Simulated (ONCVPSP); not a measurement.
**PBE ONCV dataset for zinc, scalar-relativistic all-electron reference.**

Zn, optimised norm-conserving Vanderbilt (ONCV), made with ONCVPSP 4.0.1 (PBE, scalar-relativistic). Core [Ne], reference 3s2 3p6 3d10 4s1 (charge +1). Waves: 3s+4s: rc 1.25 bohr, ncon 3, nbas 7, qcut 7.8 1/bohr, 2 projectors; 3p: rc 0.95 bohr, ncon 4, nbas 8, qcut 16.6 1/bohr, 2 projectors, debl 3.1 Ha; 3d: rc 1.00 bohr, ncon 3, nbas 7, qcut 13.8 1/bohr, 1 projector. Local part: polynomial inside 0.90 bohr (lpopt 4, dvloc0 0 Ha). Core correction: Teter function, parameters optimised by the program.

In the p channel the program set the typed energies aside and used -3.421, 0.250 Ha.

All-electron outer shells of the reference configuration (PBE, scalar-relativistic, ld1.x):

| shell | level (eV) | outermost node (bohr) | outermost maximum (bohr) |
| --- | --- | --- | --- |
| 2p | -1013.55 | – | 0.15 |
| 3s | -138.90 | 0.28 | 0.59 |
| 3p | -93.08 | 0.25 | 0.59 |
| 3d | -19.76 | – | 0.57 |
| 4s | -14.00 | 0.84 | 1.99 |

Results:

```json
{
  "Cutoffs needed": "82 Ha and 91 Ha (the cutoffs (Ha) at which the residual kinetic energy of the hardest occupied pseudo-wave falls to 1 and 0.1 mHa per electron)",
  "Ghost test": "no bound ghost flagged; no localised positive-energy state flagged",
  "Largest excitation error": "-22 meV (all-electron minus pseudo) for 3s2 3p6 3d9 4s0, out of 4 test configurations",
  "rms error of d²Exc/dni dnj": "3.93 mHa without and 1.09 mHa with the model core"
}
```

Generation and tests took about 8.1 s on one core of a shared server CPU.
